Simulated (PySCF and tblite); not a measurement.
The numbers below are computed, except where a source is named.
Conformer ensemble of C₂H₈OSi, numbered as in [CH3:1][O:2][SiH2:3][CH3:4]

Free energies: PBE0-D3(BJ)/def2-TZVP on PBE0-D3(BJ)/def2-SVP structures plus GFN2-xTB thermal terms, symmetry and mirror images included. Conformers within 4 kcal/mol (GFN2-xTB free energy) were kept, 5 at most. GIAO shieldings: PBE0/pcSseg-1. Shifts are against TMS (¹H), TMS (¹³C), TMS (²⁹Si) at the same level. (PySCF 2.14, tblite 0.8.)

Torsions listed: C1–O2–Si3–C4. Of a mirror pair one member is shown.

```tsv
conformer	shape	symmetry	E(GFN2) kcal/mol	E(DFT) kcal/mol	G(298.15 K) kcal/mol	weight %	dipole D
1	180°	Cs	0.00	0.00	0.00	54.7	0.23
2	-65°	C1 (pair)	1.46	0.55	0.11	45.3	1.42
```

Weights (%) against temperature:

| T (K) | 1 | 2 | S(mix) cal/mol/K |
| --- | --- | --- | --- |
| 200 | 64.8 | 35.2 | 1.77 |
| 250 | 58.8 | 41.2 | 1.92 |
| 298.15 | 54.7 | 45.3 | 1.99 |
| 350 | 51.4 | 48.6 | 2.05 |
| 400 | 49.1 | 50.9 | 2.08 |

Averaged shifts at 298.15 K. ¹H: 4.80 (H3, 2H), 3.58 (H1, 3H), 0.27 (H4, 3H) ppm. ¹³C: 53.6 (C1), -3.6 (C4) ppm. ²⁹Si: -7.1 (Si3) ppm.

Coordinates of conformer 1 (Å):

```xyz
12

C    -2.094   -0.489   -0.095
O    -0.775   -0.369   -0.540
Si    0.350    0.652    0.147
C     1.939    0.442   -0.801
H    -2.608   -1.249   -0.703
H    -2.655    0.460   -0.193
H    -2.151   -0.807    0.964
H    -0.138    2.068    0.081
H     0.534    0.304    1.594
H     1.799    0.717   -1.858
H     2.729    1.081   -0.379
H     2.280   -0.604   -0.759
```

Coordinates of conformer 2 (Å):

```xyz
12

C     1.794   -0.102   -0.633
O     1.007    0.848    0.024
Si   -0.360    0.477    0.906
C    -1.714   -0.235   -0.173
H     1.258   -0.585   -1.472
H     2.144   -0.901    0.049
H     2.683    0.397   -1.049
H    -0.010   -0.509    1.982
H    -0.796    1.761    1.523
H    -2.626   -0.407    0.423
H    -1.965    0.457   -0.992
H    -1.415   -1.200   -0.614
```

Unscaled ²⁹Si shifts at such levels can be off by tens of ppm; differences between conformers or isomers are more reliable. Shifts are unscaled: against experiment ¹³C can be off by 15 ppm or more and ¹H by 0.8 ppm.

Search and properties took 26 s on 1 thread of Arm Neoverse V1, on a host shared with other jobs (rough), launched as `OMP_NUM_THREADS=1 python ens_run.py task.json out`.
